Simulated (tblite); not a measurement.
Problem. Write Cartesian coordinates for InChI=1S/C5H8OSi2/c1-2-3-4(6)8-5(3)7/h1,3,5H,8H2,7H3/t3-,5+/m1/s1 as optimised with GFN2-xTB.

Solution. 
```
atom  x, y, z in Å
C1     2.2725    0.4444    1.3785
C2     1.3747   -0.2204    0.9453
C3     0.3253   -1.0325    0.3817
C4     0.7721   -1.5277   -1.0051
O5     1.4770   -2.4615   -1.2688
Si6   -0.3721   -0.2721   -1.9223
C7    -0.9214   -0.2290   -0.0809
Si8   -1.2515    1.4100    0.8254
H9     3.0446    1.0275    1.7833
H10    0.1042   -1.8529    1.0719
H11   -1.2994   -0.7899   -2.9235
H12    0.3378    0.9135   -2.3896
H13   -1.8049   -0.8595    0.0541
H14   -1.3200    1.1643    2.2672
H15   -2.5431    1.9125    0.3473
H16   -0.2033    2.3821    0.5241
```

Any rigid rotation of these coordinates is as good. Atoms count from 1 in this order. Si6 (SiH2 silicon) has angles from 74.3° to 118.9°. The 4 C–C bonds span 1.198 Å (C1≡C2, drawn triple) to 1.554 Å (C3–C7, drawn single), a spread of 0.356 Å. Si8 (SiH3 silicon) is tetrahedral (angles from 107.0° to 110.5°). Of the pairs four or more bonds apart, C1···Si8 is among the closest relative to their van der Waals radii: 3.70 Å, 97 % of the sum of Bondi's values.

Bonds between heavy atoms (Å): C1≡C2 1.198, C2–C3 1.442, C3–C4 1.539, C4=O5 1.199, C4–Si6 1.931, Si6–C7 1.922, C7–Si8 1.902, C3–C7 1.554.

Structure optimised with GFN2-xTB, isolated species.

Point group: C1 (no symmetry element, even within 0.4 Å). Its GFN2-xTB frequencies are all real (lowest 31 cm⁻¹). The numbers are those of one conformer (C2–C3–C4–O5 82°, C3–C4–Si6–C7 -12°, C4–Si6–C7–Si8 135°, C2–C3–C7–Si6 100°).

The numbers are calculated, not measured.
